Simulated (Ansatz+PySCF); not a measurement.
The numbers below are computed, except where a source is named.
## Ansatz (development build ahead of 0.2.0) run

```yaml
crystal:
  periodic: [false, false, false]
  atoms:
    - { symbol: Be, position_ang: [0.0, 0.0, 0.0] }
    - { symbol: Cl, position_ang: [0.76931, 1.02575, 2.22081] }
basis:
  gaussian: { orbitals: STO-3G }
total_charge: 1
magnetization:
  spin_polarized: true
  initial_magnetization: 2
hamiltonian:
  xc: hf
correlation:
  method: ccsd_t
  frozen_orbitals: { Be: 0, Cl: 5 }
```

The input is written out in the form of the current development build from the run's settings.

The run gave:

```json
{"Converged": "yes", "Reference energy": "-468.67842 hartree", "CCSD correlation energy": "-0.00662 hartree", "Triples correction": "-0.00019 hartree", "Total energy": "-468.68523 hartree", "Spin squared of the determinant": "2.002", "Stability test": "minimum", "T1 diagnostic": "0.011", "Largest doubles amplitude": "0.04", "Occupied orbitals by symmetry in an Abelian subgroup (alpha; beta)": "7 A1 2 B1 2 B2; 6 A1 2 B1 1 B2"}
```
